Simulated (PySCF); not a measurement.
Isomers of C5H6N2O2S. Method: PBE0-D3(BJ)/def2-SVP geometry optimisation, gas phase (PySCF). One conformer each; no zero-point energy, no entropy. No frequencies were run at this level. Point groups hold within 0.08 Å.

Question: Order them by energy at this level, lowest first, and give relative energies in kcal/mol.
A. `[CH3:1][C:2](=[O:3])[O:4][CH2:5][c:6]1[n:7][cH:8][s:9][n:10]1` with C1–C2–O4–C5 175°, C2–O4–C5–C6 -69°, O4–C5–C6–N7 -16°
B. `[CH3:1][S:2](=[O:3])(=[O:4])[c:5]1[cH:6][n:7][cH:8][n:9][cH:10]1` with C1–S2–C5–C6 91°

Answer: A (0.0), B (52.8).

As drawn, the lower has a C=O bond and a C(=O)–O unit, which the higher lacks; the higher has an S=O bond, which the lower lacks.

```csv
SMILES,E (Eh),E rel (kcal/mol),dipole (D),point group,"A, B, C (MHz)"
CC(=O)OCc1ncsn1,-851.19735,0.0,2.19,C1,"3008, 673.5, 633.9"
CS(=O)(=O)c1cncnc1,-851.11322,52.8,3.65,–,"2597, 836.0, 738.9"
```

Q: How do the relative energies change in single points at CAM-B3LYP/def2-SVPD (no added dispersion term) on the same geometries?

A: 
| SMILES | PBE0-D3(BJ)/def2-SVP (kcal/mol) | CAM-B3LYP/def2-SVPD (kcal/mol) | shift |
| --- | --- | --- | --- |
| CC(=O)OCc1ncsn1 | 0.0 | 0.0 | 0.0 |
| CS(=O)(=O)c1cncnc1 | 52.8 | 53.3 | +0.5 |

Each column counts from its own lowest isomer. The order is unchanged; the largest shift is 0.5 kcal/mol.
